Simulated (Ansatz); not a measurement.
Geometry optimisation, RKS BLYP-D4/def2-SVP (Ansatz).

The input (input.yaml):

```yaml
crystal:
  periodic: [false, false, false]
  atoms:
    - { symbol: Hf, position_ang: [0.0, 0.0, 0.0] }
    - { symbol: Cl, position_ang: [0.0, 0.0, 2.87] }
    - { symbol: Cl, position_ang: [2.3764, 0.0, -0.8392] }
    - { symbol: Cl, position_ang: [-1.1869, 2.0563, -0.8392] }
    - { symbol: Cl, position_ang: [-1.1869, -2.0563, -0.8392] }
    - { symbol: P, position_ang: [-2.7236, 0.0, 0.905] }
    - { symbol: H, position_ang: [-3.49, -0.8853, 0.1017] }
    - { symbol: H, position_ang: [-2.7734, -0.4268, 2.2584] }
    - { symbol: H, position_ang: [-1.5959, 0.0, 2.2734] }
basis:
  gaussian: { orbitals: def2-SVP }
hamiltonian:
  xc: blyp
  dispersion: d4
relax:
  f_tol: 0.15
  max_steps: 25
  restrain:
    - { distance: [0, 5], at: 2.57, k: 30.0 }
    - { distance: [8, 1], at: 1.37, k: 30.0 }
    - { distance: [0, 1], at: 3.72, k: 30.0 }
    - { distance: [8, 5], at: 2.62, k: 30.0 }
```

Command:

```bash
$ ansatz run input.yaml --threads 4 --pin off --max-ram 5120MiB --backend cpu --events-out ev --progress --plain --runs-dir out
```

Task: Where does it end, and by what steps?

Result: The run converged. The restraints hold the end off the free minimum; the threshold counts their pulls, which the force column leaves out. Restrained pairs: Hf1–P6 (2.87 → 2.58 Å), Cl2–H9 (1.70 → 1.34 Å), Hf1–Cl2 (2.87 → 3.72 Å), P6–H9 (1.77 → 2.62 Å). After 21 steps the energy has fallen by 3.086 eV (the restraints' own energy left out); Cl3 moved furthest, 1.98 Å.

```csv
step,energy less start (eV),largest force component (eV/Å),accepted
0,0.0000,3.027,yes
1,-0.2714,2.285,yes
2,-0.3796,3.142,yes
3,-0.7996,2.812,yes
4,-1.4545,1.730,yes
5,-1.8910,0.837,yes
6,-2.1955,0.915,yes
7,-2.4173,0.921,yes
8,-2.5540,0.964,yes
9,-2.6136,0.954,yes
10,-2.6570,1.149,yes
11,-2.7148,1.118,yes
12,-2.7813,0.961,yes
13,-2.8225,0.947,yes
14,-2.8480,0.932,yes
15,-2.8478,1.215,yes
16,-2.8947,1.022,yes
17,-2.9362,0.959,yes
18,-2.9752,0.952,yes
19,-3.0358,0.871,yes
20,-3.0643,0.843,yes
21,-3.0856,0.803,yes
```

```xyz
9
Properties=species:S:1:pos:R:3
Hf -0.613 -0.170 -0.395
Cl 0.086 1.400 2.904
Cl 1.367 -1.162 0.405
Cl -0.689 2.140 -0.853
Cl -1.285 -1.336 -2.320
P -2.487 -0.561 1.337
H -3.562 -0.723 0.386
H -2.182 -1.965 1.483
H -1.215 1.065 2.945
```

The run took 60 s on 4 threads of Intel(R) Xeon(R) Platinum 8259CL CPU @ 2.50GHz (Skylake/Cascade Lake), on a shared host, peak memory 0.25 GiB.
